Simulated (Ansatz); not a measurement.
Mulliken charges of `C[Si]1(Br)O[SiH2]1` from r2SCAN/def2-TZVPP in Ansatz (PBE0-D4/def2-TZVP geometry).

```
atom   x (Å)   y (Å)   z (Å)  charge (e)
  C1  -1.034  -1.364   0.363      -0.281
 Si2   0.449  -0.279   0.143       0.474
 Br3   2.270  -1.477   0.560      -0.211
  O4   0.519   0.540  -1.320      -0.442
 Si5   0.583   1.870  -0.254       0.331
  H6  -0.981  -2.196  -0.345       0.089
  H7  -1.067  -1.773   1.374       0.087
  H8  -1.945  -0.793   0.174       0.085
  H9  -0.570   2.795  -0.389      -0.074
 H10   1.858   2.626  -0.302      -0.058
```

By hand: the dipole of these point charges (1 e Å = 4.8032 D).

Σ q r = (-0.423, 0.167, 0.497) e Å, of length 0.674 e Å = 3.24 D.

How does the dipole of the full density compare? (Estimate.)

Ansatz gave: (-0.366, 0.065, 0.199) e Å, 2.03 D; the point charges give 1.60 times that, at 21° from its direction.

Point charges leave out the atoms' own dipoles, such as those of lone pairs, and Mulliken's split depends on the basis, so the two needn't agree.
